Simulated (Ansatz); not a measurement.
Reaction (ligand exchange at a Ga–N bond): `[NH2][GaH][SiH3]` + H₂S → `[SiH3][GaH][SH]` + NH₃

Program: Ansatz. Geometries: PBE0-D4/def2-TZVP. ΔE: electronic, gas phase. CCSD(T)/CBS is the MP2 limit (def2-TZVPP, def2-QZVPP) plus CCSD(T) − MP2 in def2-TZVPP, frozen cores. This one scheme is used for every species. DFT in def2-TZVPP. HSE06 is defined as in plane-wave codes. For Ga outer-core shells are correlated without core-valence functions, which leaves a few kJ/mol of doubt a bond. Scalar relativity is left out up to krypton. Each species was taken in one conformer, which may not be the lowest.

| level | ΔE (kJ/mol) |
| --- | --- |
| revPBE-D4 | -57.3 |
| B97M-V | -57.1 |
| r2SCANh-D4 | -56.9 |
| HSE06 | -58.5 |
| RPA@PBE/def2-TZVPP | -46.0 |
| MP2/def2-TZVPP | -51.9 |
| SCS-MP2/def2-TZVPP | -49.1 |
| MP2/CBS(def2) | -53.0 |

Q: What does CCSD(T)/CBS give? (Estimate.)

A: The calculation gave: -51.1 kJ/mol. The listed levels differ from it by -6.2, -6.0, -5.8, -7.4, 5.1, -0.8, 2.0, -1.9 kJ/mol.

Largest T1 diagnostic among the species: 0.015.

Leaving LDA and LC-ωPBE aside and taking each functional with its dispersion term where it has one, the values, not all of them listed here, spread over 11.9 kJ/mol, from HSE06-D4 to CAM-B3LYP-D4. LDA lies +6.5 kJ/mol from PBE without D4. At CCSD(T), def2-SVP lies +7.9 kJ/mol from the extrapolated value and def2-TZVPP +1.0 kJ/mol.
